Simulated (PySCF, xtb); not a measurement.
C₄H₈OSi, SMILES C=C([SiH3])CC=O. Other conformers were not sampled.

Harmonic wavenumbers (cm⁻¹) from GFN2-xTB run with xtb at its own minimum, in rising order: 29, 53, 72, 193, 258, 370, 386, 479, 551, 588, 653, 693, 769, 787, 795, 841, 917, 955, 986, 1044, 1126, 1203, 1241, 1381, 1416, 1448, 1672, 1791, 2239, 2248, 2291, 2757, 2965, 2987, 3071, 3114.

### Question
What does PBE-D3(BJ)/def2-SVP run with PySCF give at its own minimum? (An estimate is asked for; the answer gives what the named calculation found.)

### Answer
42, 62, 114, 173, 242, 350, 387, 460, 621, 628, 660, 715, 759, 886, 897, 919, 920, 941, 995, 1020, 1130, 1190, 1215, 1366, 1368, 1386, 1626, 1798, 2152, 2153, 2180, 2784, 2941, 3038, 3048, 3148. Paired by order, the mean absolute difference is 36 cm⁻¹ and the zero-point energies are 63.4 and 63.3 kcal/mol.
